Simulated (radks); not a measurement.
Results of a calculation; reference values are marked as such.
The mean radii <r> (bohr) of the occupied orbitals of an atom or ion are listed with their occupations. Level of theory: non-relativistic Kohn-Sham, LB94 model potential, spin-polarised, spherical densities, point nucleus (a radial shooting solver on a logarithmic mesh with Libxc functionals).

orbital  occ.      <r>
1s down     1  0.02445
1s up       1  0.02445
2s up       1   0.1042
2s down     1   0.1042
2p up       3  0.08837
2p down     3  0.08835
3s down     1   0.2686
3s up       1   0.2684
3p up       3   0.2579
3p down     3   0.2581
3d up       5   0.2289
3d down     5   0.2291
4s up       1   0.5671
4s down     1   0.5664
4p up       3   0.5710
4p down     3   0.5703
4d up       3   0.5734

Name the element and its charge. Open shells, if any, are filled with parallel spins first.

Answer. Z = 62, samarium, charge +23: Sm23+ in [Kr] 4d3. The 1s radius gives Z: for a bare nucleus <r> = 1.5/Z, 0.02419 bohr for Z = 62, and screening makes it slightly larger (0.02445 here). The occupations add up to 39, and the charge is Z minus that.
